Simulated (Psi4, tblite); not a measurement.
Approach curve of the dimer C2H6O ··· H4OSi (SMILES COC and O[SiH3]). Monomers: optimised at B3LYP-D3(BJ) (def2-TZVP), held rigid. Orientation: lowest of the rigid-body minima from ten starts at GFN2-xTB. The monomers approach along the line of their centres of mass (distance R); nothing else relaxes. The table gives interaction energies.

```
R / Å       A       B
-----  ------  ------
2.98    60.07   42.08
3.18     2.52   -5.58
3.40   -20.76  -24.17
3.61   -25.12  -27.65
3.80   -23.46  -25.99
4.05   -19.28  -21.49
4.31   -15.13  -16.62
4.61   -11.40  -12.07
5.11    -7.27   -7.18
5.79    -4.12   -3.82
6.79    -1.98   -1.75
8.07    -0.92   -0.78
```

Energies in kJ/mol.

Problem. Assign the columns to these levels of theory: GFN2-xTB in tblite; SAPT0/jun-cc-pVDZ, frozen core (Psi4 1.11).

Solution. A is GFN2-xTB; B is SAPT0/jun-cc-pVDZ.
